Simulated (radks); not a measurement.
Results of a calculation; reference values are marked as such.
These are the eigenvalues of the occupied orbitals of an atom or ion with whole-number occupations (eV). Level of theory: non-relativistic Kohn-Sham, TPSS, spin-polarised, spherical densities, point nucleus; meta-GGA in the generalised Kohn-Sham scheme (a radial shooting solver on a logarithmic mesh with Libxc functionals).

orbital  eigenvalue
1s down   -7569.441
1s up     -7569.432
2s up     -925.6908
2s down   -923.5576
2p up     -807.2691
2p down   -805.5642
3s up     -141.2007
3s down   -136.1646
3p up     -105.5925
3p down   -100.5827
3d up      -47.1353
3d down    -42.3808

Which element is it, and in what charge state? The configuration may be excited. Open shells, if any, are filled with parallel spins first.

Answer. Z = 27, cobalt, charge +3: Co3+ in [Ar] 3d6. The list shows which subshells hold electrons but not how many an open one holds; the 1s level, -278.17 hartree, gives Z - s = 23.6 by -(Z - s)^2/2, which with screening narrows Z to a few neighbours, and the depths of the outer levels then fix element, charge and occupations together.
